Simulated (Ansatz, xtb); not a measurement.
## Two isomers of BFH6NOSn+

Structure I: `NB(F)[OH+][SnH3]`, a singlet. Structure II: `OB(F)[NH2+][SnH3]`, a singlet. Both are isolated ions in the gas phase, relaxed with B3LYP-D3(BJ)/def2-SVP; the shapes shown needn't be the lowest conformers.

I (Å):

```xyz
11

B    -0.7185   -0.5975    0.9775
F    -1.0121   -1.8271    1.3837
N    -1.6331    0.4083    0.7653
O     0.6916   -0.4542    0.7869
Sn    2.0580   -2.1833    1.1720
H    -1.4268    1.3510    0.4557
H    -2.6237    0.2414    0.9195
H     1.0293    0.4053    0.4894
H     3.4627   -1.3153    0.7623
H     1.4323   -3.2653    0.0262
H     1.7214   -2.4155    2.8176
```

II (Å):

```xyz
11

B    -1.6288   -0.8523    2.0151
F    -0.6866   -1.0014    2.9219
N    -1.7994    0.5237    1.4344
O    -2.4028   -1.8085    1.5150
Sn   -0.6362    0.7420   -0.5286
H    -2.2936   -2.7007    1.8787
H    -1.4826    1.2520    2.0838
H    -2.7845    0.7071    1.2119
H     0.5349   -0.4566   -0.2460
H    -0.1546    2.3636   -0.3733
H    -1.8903    0.3776   -1.6131
```

Quicker runs give these differences E(II) − E(I): GFN2-xTB +4.0 kcal/mol; HF/STO-3G −11.9 kcal/mol (at GFN2-xTB geometries); r2SCAN-D4/def2-SVP −5.1 kcal/mol (at GFN2-xTB geometries).

Estimate E(II) − E(I) at the level CCSD(T)/def2-SVP + ΔMP2/def2-TZVPP.

Calculated at CCSD(T)/def2-SVP + ΔMP2/def2-TZVPP: E(II) − E(I) = −4.3 kcal/mol, so structure II lies lower.

How the difference moves with the method:

| level | geometry | E(II) − E(I) (kcal/mol) | departure from the last row (kcal/mol) | job, with rough time for the two |
| --- | --- | --- | --- | --- |
| GFN2-xTB | GFN2-xTB | +4.0 | +8.4 | optimisation, 0.29 s |
| HF/STO-3G | GFN2-xTB | −11.9 | −7.6 | single point, 1 s |
| r2SCAN-D4/def2-SVP | GFN2-xTB | −5.1 | −0.8 | single point, 4.7 s |
| B3LYP-D3(BJ)/def2-SVP | B3LYP-D3(BJ)/def2-SVP | −4.1 | +0.2 | optimisation, 4.7 min |
| HF/def2-SVP | B3LYP-D3(BJ)/def2-SVP | −1.5 | +2.8 | part of the CCSD(T) run |
| MP2/def2-SVP | B3LYP-D3(BJ)/def2-SVP | −4.5 | −0.2 | part of the CCSD(T) run |
| CCSD(T)/def2-SVP | B3LYP-D3(BJ)/def2-SVP | −4.4 | −0.1 | single point |
| CCSD(T)/def2-SVP + ΔMP2/def2-TZVPP | B3LYP-D3(BJ)/def2-SVP | −4.3 |  | single point, 59 s |

As drawn, II has 1 N–Sn in place of 1 O–Sn.

GFN2-xTB puts the two in the other order. The largest departure from CCSD(T)/def2-SVP + ΔMP2/def2-TZVPP is that of GFN2-xTB, 8.4 kcal/mol. The last row adds to CCSD(T) the change of the MP2 difference between the two basis sets, here +0.1 kcal/mol.

With harmonic frequencies from B3LYP-D3(BJ)/def2-SVP (ideal gas, rigid rotor, one conformer each, 298.15 K, 1 atm): on the last row, ΔE + ΔZPE = −3.4 kcal/mol. A mode under 50 cm⁻¹ makes harmonic enthalpies and free energies unreliable, so none is given.

The correlated steps freeze 8 core orbitals; the filled d shell of Sn is correlated, in a basis made for valence electrons. Atoms past krypton carry core potentials in the def2 sets, other sets are all-electron and non-relativistic, and no spin–orbit term is included. Codes used: Ansatz 0.2.0, xtb 6.7.1; the last row on 2 threads of Arm Neoverse V1 on a shared host.
